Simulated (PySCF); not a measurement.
Job file and geometry (Å, from GFN2-xTB) of an NMR shielding run on SMILES CC[P@@]1(=O)CC=C(C)C1, C7H13OP, GIAO PBE0/pcSseg-1 NMR shielding, non-relativistic, gas phase in PySCF; density fitting, a coarse starting grid and PySCF grid level 2 are the driver's defaults:

```
{"job": {"kind": "nmr", "xc": "PBE0", "basis": "pcSseg-1"}, "charge": 0, "multiplicity": 1}
C     -1.610790     0.617421     1.365107
C     -2.075425    -0.506957     0.456484
P     -0.910130    -1.002924    -0.877699
O     -1.428383    -2.103272    -1.700225
C     -0.394890     0.534452    -1.760898
C      0.816270     0.980773    -1.006003
C      1.389121     0.111548    -0.182609
C      2.608879     0.372777     0.637881
C      0.747955    -1.244902    -0.103116
H     -2.375204     0.835743     2.108746
H     -0.696063     0.344723     1.884778
H     -1.418386     1.522785     0.795477
H     -3.004854    -0.242698    -0.057417
H     -2.273988    -1.420794     1.024705
H     -0.151924     0.260381    -2.792578
H     -1.178433     1.294119    -1.794957
H      1.194603     1.980436    -1.157677
H      3.404993    -0.316747     0.357964
H      2.961830     1.390628     0.495112
H      2.397620     0.219197     1.696088
H      1.290908    -1.977592    -0.707948
H      0.695885    -1.629711     0.917151
```

Task: What does the program print?

Result: 
```
coarse grid: 18376 points
cycle   1  E = -690.3155985697  dE =  1.382e+00  |g| = 9.572e-01  |ddm| = 4.288e+00
cycle   2  E = -689.8163697264  dE =  4.992e-01  |g| = 1.833e+00  |ddm| = 3.673e+00
cycle   3  E = -690.4860014220  dE = -6.696e-01  |g| = 2.658e-01  |ddm| = 2.969e+00
cycle   4  E = -690.5020090955  dE = -1.601e-02  |g| = 6.986e-02  |ddm| = 3.348e-01
cycle   5  E = -690.5031845688  dE = -1.175e-03  |g| = 1.111e-02  |ddm| = 7.785e-02
cycle   6  E = -690.5032096037  dE = -2.503e-05  |g| = 3.969e-03  |ddm| = 1.532e-02
cycle   7  E = -690.5032131905  dE = -3.587e-06  |g| = 9.749e-04  |ddm| = 4.359e-03
final grid: 171432 points
cycle   8  E = -690.5693162535  dE = -3.729e-05  |g| = 1.258e-02  |ddm| = 3.606e-02
cycle   9  E = -690.5692634373  dE =  5.282e-05  |g| = 2.030e-02  |ddm| = 3.141e-02
cycle  10  E = -690.5693510610  dE = -8.762e-05  |g| = 3.159e-03  |ddm| = 2.238e-02
cycle  11  E = -690.5693529938  dE = -1.933e-06  |g| = 1.943e-04  |ddm| = 2.906e-03
cycle  12  E = -690.5693530010  dE = -7.189e-09  |g| = 1.043e-04  |ddm| = 3.963e-04
cycle  13  E = -690.5693530031  dE = -2.098e-09  |g| = 4.557e-05  |ddm| = 1.320e-04
cycle  14  E = -690.5693530035  dE = -4.791e-10  |g| = 1.151e-05  |ddm| = 5.557e-05
converged SCF energy = -690.5693530035

GIAO shielding tensors (ppm)
atom      isotropic    diamagn.    paramagn.     s11        s22        s33       span
  0 C      176.742     249.889     -73.147    170.862    175.337    184.027     13.164
  1 C      156.099     255.609     -99.510    141.801    152.300    174.197     32.396
  2 P      271.468     962.727    -691.259    152.541    230.984    430.879    278.338
  3 O      213.677     389.923    -176.246    100.467    266.107    274.457    173.990
  4 C      150.525     258.532    -108.007    131.059    150.613    169.904     38.845
  5 C       57.873     255.863    -197.989    -44.003     80.458    137.165    181.169
  6 C       41.796     264.626    -222.830    -70.988     51.027    145.348    216.336
  7 C      163.350     244.477     -81.127    149.504    152.377    188.169     38.665
  8 C      148.408     257.325    -108.917    129.479    144.838    170.908     41.430
  9 H       30.494      28.771       1.723     25.318     27.555     38.609     13.291
 10 H       31.277      33.114      -1.837     26.420     31.368     36.042      9.622
 11 H       31.096      32.615      -1.519     26.591     30.926     35.771      9.180
 12 H       29.910      30.377      -0.466     26.147     28.223     35.361      9.215
 13 H       29.907      30.880      -0.973     26.293     28.214     35.213      8.920
 14 H       28.940      30.925      -1.985     25.544     26.468     34.808      9.265
 15 H       29.436      32.434      -2.999     26.601     27.900     33.807      7.206
 16 H       26.081      33.969      -7.888     23.727     26.351     28.164      4.437
 17 H       29.843      27.638       2.205     25.750     27.640     36.139     10.390
 18 H       29.847      29.195       0.652     25.723     28.294     35.524      9.800
 19 H       30.042      29.436       0.606     25.946     28.963     35.215      9.269
 20 H       29.148      31.807      -2.660     25.961     27.019     34.464      8.503
 21 H       29.759      33.899      -4.140     27.246     29.178     32.854      5.608
```

Task: Turn these shieldings into chemical shifts. Shifts are taken against calculated references (same method and geometry level): ¹³C (σ = 186.93 ppm) and ¹H (σ = 31.72 ppm) against TMS; ³¹P (σ = 318.38 ppm) against H3PO4; H2O for ¹⁷O (σ = 336.08 ppm).

Result: Averaging equivalent atoms: C 6: 145.1; C 5: 129.1; C 8: 38.5; C 4: 36.4; C 1: 30.8; C 7: 23.6; C 0: 10.2; P 2: 46.9; O 3: 122.4; H 16: 5.64; H 14: 2.78; H 20: 2.57; H 15: 2.28; H 21: 1.96; H 13: 1.81; H 12: 1.81; H 17/18/19: 1.81; H 9/10/11: 0.76 ppm. Experimental scales use liquid or dissolved standards, which lie at an offset from isolated H2O (liquid H2O: subtract about 36 ppm) and H3PO4.

Size and cost of the density-fitted run: 225 basis functions, roughly 2.3 core-minutes.
